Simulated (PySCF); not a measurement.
C2H4O2, charge -1, doublet, at the geometry optimised at the base level (a state made from the parent by changing its charge; the spin is typed, not shown lowest) (in this run its highest filled SCF level lies above zero, so its values depend strongly on the basis, on diffuse functions most of all); B3LYP/3-21G, frequencies run with PySCF.

Input for PySCF:
```python
from pyscf import gto, scf, dft
from pyscf.hessian import thermo

mol = gto.M(
    atom='''
C    -1.34912018   -0.39026772    0.10929887
C    -0.00595131    0.37986534    0.06155353
O     0.95519186   -0.49983070    0.87485830
O     0.47822665    0.78738997   -1.07671175
H    -2.14599997    0.22838627   -0.32675533
H    -1.31024072   -1.34156546   -0.47000005
H    -1.61732751   -0.64494882    1.14247056
H     1.73664897   -0.47993197    0.24399802
''',
    basis='3-21g',
    charge=-1,
    spin=1,
    verbose=3,
)

mf = dft.UKS(mol)
mf.xc = 'b3lyp'
mf.kernel()
hess = mf.Hessian().kernel()
freq = thermo.harmonic_analysis(mf.mol, hess)
thermo.dump_normal_mode(mf.mol, freq)
th = thermo.thermo(mf, freq['freq_au'], 298.15, 101325)
thermo.dump_thermo(mf.mol, th)
```

Task: Predict the main parts of the log of this PySCF run.

Result: 
```
converged SCF energy = -227.724248972268  <S^2> = 0.75255144  2S+1 = 2.0025498
Mode                                 0                   1                   2
Irrep
Freq [cm^-1]                      237.4476            295.6416            341.1990
Reduced mass [au]                   1.0687              1.3207              2.0875
Force const [Dyne/A]                0.0355              0.0680              0.1432
Char temp [K]                     341.6343            425.3625            490.9094
Normal mode                   x     y     z       x     y     z       x     y     z
       0   C                -0.01  0.00 -0.01    0.00  0.01 -0.06    0.06 -0.05  0.07
       1   C                -0.00 -0.01 -0.01    0.01  0.02  0.07    0.00  0.06 -0.06
       2   O                -0.00  0.03  0.03    0.05  0.05  0.02   -0.11 -0.01 -0.00
       3   O                 0.01 -0.03 -0.02   -0.05 -0.04  0.02    0.06  0.05 -0.03
       4   H                -0.12  0.21  0.49    0.05  0.02 -0.12   -0.12 -0.21  0.17
       5   H                -0.20  0.27 -0.48    0.10  0.06 -0.13    0.14 -0.08  0.12
       6   H                 0.29 -0.45 -0.05   -0.12 -0.07 -0.11    0.28 -0.05  0.13
       7   H                 0.01  0.02  0.05   -0.26 -0.65 -0.41   -0.17 -0.42 -0.09
Mode                                 3                   4                   5
Irrep
Freq [cm^-1]                      417.3299            467.2373            677.6169
Reduced mass [au]                   3.3272              3.4983              6.4464
Force const [Dyne/A]                0.3414              0.4500              1.7439
Char temp [K]                     600.4448            672.2504            974.9398
Normal mode                   x     y     z       x     y     z       x     y     z
       0   C                -0.11 -0.04  0.02   -0.03 -0.02  0.01    0.14  0.04  0.01
       1   C                -0.03 -0.11 -0.05   -0.05  0.11  0.08    0.03 -0.13  0.03
       2   O                 0.04  0.08 -0.04   -0.02  0.02 -0.11   -0.11  0.08 -0.08
       3   O                 0.10  0.03  0.06    0.08 -0.10  0.05   -0.03 -0.02  0.05
       4   H                -0.08  0.04  0.08   -0.11 -0.13  0.01    0.24  0.15 -0.02
       5   H                -0.36 -0.12  0.11    0.21  0.04 -0.03    0.01  0.03 -0.02
       6   H                -0.03  0.09  0.08   -0.02 -0.12 -0.01    0.03  0.03 -0.02
       7   H                -0.09 -0.10 -0.20   -0.10  0.30 -0.20   -0.04  0.05  0.01
Mode                                 6                   7                   8
Irrep
Freq [cm^-1]                      832.6274           1044.3499           1073.7075
Reduced mass [au]                   3.4416              1.6505              1.5620
Force const [Dyne/A]                1.4058              1.0606              1.0610
Char temp [K]                    1197.9655           1502.5870           1544.8260
Normal mode                   x     y     z       x     y     z       x     y     z
       0   C                 0.10  0.08 -0.04   -0.03  0.06  0.10   -0.07  0.09 -0.06
       1   C                -0.17 -0.02 -0.07   -0.04 -0.10 -0.04    0.07 -0.06 -0.01
       2   O                 0.05 -0.04  0.05    0.01 -0.00  0.02    0.01  0.03 -0.03
       3   O                -0.00 -0.02  0.04    0.04  0.04 -0.04   -0.03 -0.02  0.05
       4   H                -0.05 -0.04  0.04   -0.02 -0.12 -0.16   -0.43 -0.33  0.04
       5   H                 0.05 -0.01  0.06    0.48  0.22 -0.14    0.31 -0.02  0.13
       6   H                 0.30  0.15  0.02   -0.32 -0.33 -0.07    0.34 -0.00  0.02
       7   H                -0.18  0.13 -0.23   -0.07  0.05 -0.08    0.19 -0.13  0.20
Mode                                 9                  10                  11
Irrep
Freq [cm^-1]                     1183.7602           1383.1935           1449.5133
Reduced mass [au]                   1.7342              1.1979              3.4959
Force const [Dyne/A]                1.4317              1.3504              4.3276
[...]
Normal mode                   x     y     z       x     y     z       x     y     z
       0   C                -0.02  0.01 -0.04    0.10  0.06 -0.00    0.00  0.01 -0.04
       1   C                 0.09 -0.06  0.10   -0.01  0.01  0.01   -0.12 -0.05  0.16
       2   O                -0.03 -0.01  0.05    0.00 -0.00 -0.01    0.02  0.01 -0.02
       3   O                -0.00  0.04 -0.08    0.00 -0.00 -0.01    0.05  0.03 -0.10
       4   H                -0.15 -0.09  0.08   -0.35 -0.41  0.08   -0.01  0.12  0.18
       5   H                -0.04 -0.08  0.10   -0.47 -0.10  0.11    0.10 -0.09  0.16
       6   H                 0.14  0.03  0.01   -0.43 -0.24 -0.18    0.04  0.03 -0.01
       7   H                -0.39  0.38 -0.41    0.04 -0.03  0.05    0.20 -0.21  0.22
Mode                                12                  13                  14
Irrep
Freq [cm^-1]                     1541.8073           1552.5309           2815.5328
Reduced mass [au]                   1.0733              1.0972              1.0629
Force const [Dyne/A]                1.5033              1.5582              4.9642
Char temp [K]                    2218.3174           2233.7464           4050.9249
Normal mode                   x     y     z       x     y     z       x     y     z
       0   C                -0.03  0.04  0.03    0.01 -0.02  0.04   -0.00  0.06  0.04
       1   C                -0.02  0.01  0.03   -0.02 -0.02  0.05    0.00  0.01  0.00
       2   O                 0.00 -0.00 -0.00    0.00  0.00 -0.01    0.00 -0.00 -0.00
       3   O                 0.01  0.00 -0.02    0.01  0.01 -0.03    0.00 -0.00 -0.00
       4   H                 0.24 -0.08 -0.57   -0.12 -0.38 -0.26   -0.06  0.07 -0.01
       5   H                -0.30 -0.08  0.11   -0.19  0.32 -0.54    0.08 -0.81 -0.51
       6   H                 0.45 -0.47  0.01    0.13  0.45  0.16   -0.02  0.02  0.08
       7   H                 0.02 -0.02  0.03    0.04 -0.04  0.05   -0.01  0.00  0.01
Mode                                15                  16                  17
Irrep
Freq [cm^-1]                     3023.7150           3067.5856           3329.1479
Reduced mass [au]                   1.0588              1.1005              1.0646
Force const [Dyne/A]                5.7035              6.1014              6.9517
Char temp [K]                    4350.4527           4413.5727           4789.9026
Normal mode                   x     y     z       x     y     z       x     y     z
       0   C                 0.05 -0.03 -0.02   -0.02  0.04 -0.08    0.00  0.00  0.00
       1   C                -0.00 -0.00 -0.00   -0.00  0.00 -0.00   -0.00  0.00  0.00
       2   O                 0.00  0.00 -0.00    0.00 -0.00  0.00   -0.05 -0.00  0.04
       3   O                -0.00  0.00  0.00    0.00 -0.00  0.00    0.00 -0.00 -0.00
       4   H                -0.54  0.44 -0.32    0.42 -0.33  0.22   -0.00  0.00 -0.00
       5   H                 0.01  0.07  0.04   -0.01  0.02 -0.02   -0.00 -0.01 -0.00
       6   H                -0.12 -0.15  0.56   -0.18 -0.16  0.71    0.00 -0.00  0.00
       7   H                -0.00 -0.00  0.00   -0.00 -0.00 -0.00    0.77  0.02 -0.59
temperature 298.1500 [K]
pressure 101325.00 [Pa]
Rotational constants [GHz] 9.82245 8.95096 4.99110
Symmetry number 1
Zero-point energy (ZPE) 0.05635 [Eh]   147941.837 [J/mol]
                           tot       elec      trans        rot        vib
Entropy [J/mol/K]       295.227      5.763    159.820    100.869     28.775
Cv [J/mol/K]             68.725      0.000     12.472     12.472     43.781
Cp [J/mol/K]             77.039      0.000     20.786     12.472     43.781
Internal energy [J/mol]                      3718.434   3718.434 153543.701
Internal energy [Eh]   -227.66293  -227.72425
Enthalpy [J/mol]                             6197.391   3718.434 153543.701
Enthalpy [Eh]          -227.66199
Gibbs free energy [J/mol]                  -41452.949 -26355.728 144964.443
Gibbs free energy [Eh] -227.69552
```
